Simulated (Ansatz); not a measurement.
Single points on HgO2⁻.

```yaml
crystal:
  periodic: [false, false, false]
  atoms:
    - {symbol: Hg, position_ang: [0.000043, 0.000149, 0.000051]}
    - {symbol: O, position_ang: [-1.315630, -0.291798, 1.387022]}
    - {symbol: O, position_ang: [1.315587, 0.291649, -1.387073]}
basis:
  gaussian: {orbitals: def2-SVPD, initial_orbitals: start.molden}
total_charge: -1
magnetization: {spin_polarized: true, initial_magnetization: 1}
hamiltonian: {xc: pbe, dispersion: d4}
scf: {omitted_lower_state_checks: [starts]}
output: {orbitals: {seedname: orbitals}}
```

The file start.molden holds the orbitals of an earlier run on this structure, at another level or in another basis.

```sh
$ ansatz run in.yaml --threads 4 --pin off --events-out ev --progress --plain --max-ram 3916MiB
```

Shortened log:

```
Functional definition: PBE
693 factors; their error is unknown
mean field evaluation 1: about -8262.6680 eV, gradient 7.3e0 eV
mean field evaluation 2: about -8262.9119 eV, gradient 3.1e-1 eV
mean field evaluation 4: about -8262.8775 eV, gradient 1.5e-1 eV
mean field evaluation 8: about -8262.8776 eV, gradient 1.3e-5 eV
mean field evaluation 16: about -8262.8776 eV, gradient 3.0e-6 eV
mean field -8262.87756982 eV, -303.6551499114 hartree, gradient 3.0e-6 eV, S^2 0.760876; 0 other end points of the search recorded, 0 dependent functions left out
reference -8262.87760212 eV, -303.6551510984 hartree; 19, 18 occupied and 62, 63 virtual orbitals, 693 factors
Total energy: -8262.93187861 eV, -303.6571457226 hartree
Checks for a lower state left out: starts
```

It took 3.4 s on 4 threads of Arm Neoverse V1 on a shared host.

As the first input, with `gaussian: {orbitals: "def2-TZVPPD.json", initial_orbitals: start.molden}`, `correlation: {method: ccsd_t}`, `scf: {omitted_lower_state_checks: [starts, cluster_reference]}` and without the key `hamiltonian` (abridged; 45 s):

```
Functional definition: HF
mean field -8222.93516791 eV, -302.1872937150 hartree, gradient 3.6e-6 eV, S^2 1.388330
2 core orbitals not correlated: weight in the atoms' cores, before any rotation towards them, 1.000 or more for the frozen orbitals, at most 0.000 for the correlated occupied ones
second order -29.86916379 eV of doubles, -0.00000000 eV of singles
cycle   1  -27.81393030 eV  change     2.1e0 eV  update   2.5e-1
cycle   2  -29.18178608 eV  change    -1.4e0 eV  update   1.0e-1
cycle   3  -29.88429395 eV  change   -7.0e-1 eV  update   1.1e-1
cycle   4  -29.94405003 eV  change   -6.0e-2 eV  update   4.9e-2
cycle   5  -29.86934674 eV  change    7.5e-2 eV  update   1.8e-2
cycle   6  -29.96026805 eV  change   -9.1e-2 eV  update   1.2e-2
cycle   7  -29.95718407 eV  change    3.1e-3 eV  update   4.6e-3
cycle   8  -29.96503272 eV  change   -7.8e-3 eV  update   2.4e-3
cycle   9  -29.96447081 eV  change    5.6e-4 eV  update   1.3e-3
cycle  10  -29.96439478 eV  change    7.6e-5 eV  update   4.6e-4
cycle  11  -29.96395741 eV  change    4.4e-4 eV  update   2.1e-4
cycle  12  -29.96440705 eV  change   -4.5e-4 eV  update   1.0e-4
cycle  13  -29.96440196 eV  change    5.1e-6 eV  update   4.6e-5
cycle  14  -29.96446546 eV  change   -6.4e-5 eV  update   2.0e-5
cycle  15  -29.96446598 eV  change   -5.2e-7 eV  update   9.0e-6
perturbative correction -1.43729033 eV, -0.0528194453 hartree
Total energy: -8254.33692422 eV, -303.3412869745 hartree
Checks for a lower state left out: starts, cluster_reference
```

The first input with `gaussian: {orbitals: def2-TZVPD, initial_orbitals: start.molden}`, `hamiltonian: {xc: {text: "exchange = 0.90*pbe_x + 0.10*exact_x\ncorrelation = pbe_c"}}` (abridged; 7.5 s):

```
Functional definition: unnamed
mean field -8266.95242041 eV, -303.8048979084 hartree, gradient 7.0e-6 eV, S^2 0.775323
Total energy: -8266.95245473 eV, -303.8048991697 hartree
Checks for a lower state left out: starts
```

As the first input, with `gaussian: {orbitals: def2-TZVPD, initial_orbitals: start.molden}`, `hamiltonian: {xc: {text: "exchange = 0.85*pbe_x + 0.15*exact_x\ncorrelation = pbe_c"}}` (abridged; 8 s):

```
Functional definition: unnamed
mean field -8266.52654336 eV, -303.7892472156 hartree, gradient 6.5e-6 eV, S^2 0.783499
Total energy: -8266.52657623 eV, -303.7892484234 hartree
Checks for a lower state left out: starts
```

The first input with `gaussian: {orbitals: def2-TZVPD, initial_orbitals: start.molden}`, `hamiltonian: {xc: {text: "exchange = 0.50*pbe_x + 0.50*exact_x\ncorrelation = pbe_c"}}` (abridged; 9.5 s):

```
Functional definition: unnamed
mean field evaluation 16: about -8264.0104 eV, gradient 1.8e-5 eV
mean field -8264.01037146 eV, -303.6967796038 hartree, gradient 7.3e-6 eV, S^2 0.770962
Total energy: -8264.01039231 eV, -303.6967803699 hartree
Checks for a lower state left out: starts
```

As the first input, with `gaussian: {orbitals: def2-TZVPD, initial_orbitals: start.molden}`, `hamiltonian: {xc: pbe}`, `correlation: {method: rpa}` and without the key `output` (abridged; 4.7 s):

```
Functional definition: PBE
mean field -8267.84410571 eV, -303.8376667388 hartree, gradient 5.4e-6 eV, S^2 0.762793
2 core orbitals not correlated: weight in the atoms' cores, before any rotation towards them, 1.000 or more for the frozen orbitals, at most 0.000 for the correlated occupied ones
Total energy: -8257.69657675 eV, -303.4647519277 hartree
Checks for a lower state left out: starts
```

As the first input, with `gaussian: {orbitals: def2-TZVPD, initial_orbitals: start.molden}` (abridged; 6 s):

```
Functional definition: PBE
mean field -8267.84411568 eV, -303.8376671051 hartree, gradient 9.9e-6 eV, S^2 0.762793
Total energy: -8267.89842926 eV, -303.8396630923 hartree
Checks for a lower state left out: starts
```

Geometry: PBE-D4/def2-TZVPD.

In the def2 sets Hg takes a core potential; there is no spin–orbit coupling. Correlated methods freeze 2 core orbitals; core or outer-core shells of Hg are correlated, in sets that lack core-valence functions. At PBE-D4/def2-SVPD, PBE-D4/def2-TZVPD the highest occupied level of the charge -1 doublet lies above zero (up to 0.15 eV). By energy differences its removal costs 2.66 eV (vertical, to the charge 0 triplet, at PBE0-D4/def2-TZVPD). At CCSD(T)/def2-TZVPPD T1 of the charge -1 doublet is large (up to 0.078), so the single-reference result is doubtful. At CCSD(T)/def2-TZVPPD the charge -1 doublet is spin-contaminated (final ⟨S²⟩ up to 1.39, 0.75 for a pure state). The structure comes from a short search, and lower isomers may exist.
